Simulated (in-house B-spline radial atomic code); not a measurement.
Whole-atom quantities along the 56-electron series, configuration [Kr] 4d10 4f8 5s2. Breit and QED terms are first order and not part of the total energy; the density at the nucleus is averaged over the nuclear charge. Computed with a B-spline radial code for spherical atoms: Dirac-Hartree-Fock, average of the configuration, finite nuclei.

| ion | Z | E/Z² (Eh) | Σ<r²> (bohr²) | n(0)/Z³ (bohr⁻³) | Lamb diamagnetic shielding (ppm) | repulsion over attraction | Breit energy (eV) | self-energy (eV) | vacuum polarisation (eV) | Dirac less non-relativistic energy (Eh) |
| --- | --- | --- | --- | --- | --- | --- | --- | --- | --- | --- |
| Dy10+ | 66 | -2.7854 | 15.727 | 2.4037 | 7952.98 | 0.13964 | 308.48 | 247.62 | -39.819 | -520.04 |
| Ho11+ | 67 | -2.8038 | 14.596 | 2.495 | 8125.85 | 0.13815 | 324.88 | 261.87 | -42.716 | -556.15 |
| Er12+ | 68 | -2.822 | 13.607 | 2.5815 | 8300.02 | 0.13665 | 341.9 | 276.77 | -45.79 | -594.23 |
